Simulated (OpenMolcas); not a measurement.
**Pd4+: moving or changing the point charges**

Pd4+ among 6 point charges of -1.7 e arranged as a tetragonal octahedron (D4h), 2.17 Å from the ion, with the axial distance 2.409 Å.

* Program: OpenMolcas
* Method: SS-CASPT2, IPEA 0.25 Eh, imaginary shift 0.1 Eh (closed shells correlated: 4s 4p)
* Basis: ANO-RCC-VDZP [6s5p3d1f]
* Scalar Hamiltonian: DKH2, point nucleus
* Active space: 6 electrons in 5 orbitals (4d)
* State averaging: 2S+1 = 5 even, 5 roots; 2S+1 = 3 even, 45 roots; 2S+1 = 1 even, 50 roots
* Spin-orbit coupling: RASSI with atomic mean-field integrals over the reference wave functions

Runs around this geometry, states (labels of D4, the rotations of D4h). Energies in cm-1 above the lowest state or level, χT in cm3 K/mol.

| R (Å) | q (e) | Axial / equatorial distance | Ground state | First state of that spin | First gap with spin-orbit (degeneracies) | χT at 300 K | First state of another spin |
| --- | --- | --- | --- | --- | --- | --- | --- |
| 2.17 | -1.1 | 1.11 | 5E | 5B2 1210 | 86 (1, 2) | 5.145 | 3E 19770 |
| 2.04 | -1.7 | 1.11 | 5E | 5B2 2200 | 58 (1, 2) | 4.669 | 3E 18310 |
| 2.17 | -1.7 | 1.11 | 5E | 5B2 1890 | 88 (1, 2) | 4.892 | 3E 19130 |
| 2.32 | -1.7 | 1.11 | 5E | 5A1 1570 | 86 (1, 2) | 5.110 | 3E 19660 |
| 2.17 | -1.7 | 1.2 | 5E | 5A1 1340 | 24 (1, 2) | 5.130 | 3E 19190 |

Scaling the charges by -1.1 / -1.7 = 0.65 scales the first state of the same spin by 1210 / 1890 = 0.64; with fixed orbitals a first-order splitting would follow the charge.

An orbital doublet at a regular site is open to a Jahn-Teller distortion, which this geometry leaves out. Point charges give a weaker field than real ligands, and real ions of this kind are as a rule low spin; the high spin found here belongs to the model. Free-ion shares, where given, are those of the reference states; single-state CASPT2 does not remix them. The ground term spreads over less than 5000 cm-1, several times less than with real ligands, so orbital moments are less quenched and χT lies further from the spin-only value than at real sites (holds for R = 2.17, q = -1.1, ratio = 1.11; R = 2.32, q = -1.7, ratio = 1.11). This is an electrostatic model: the charges have no orbitals. No measured value stands beside these numbers.
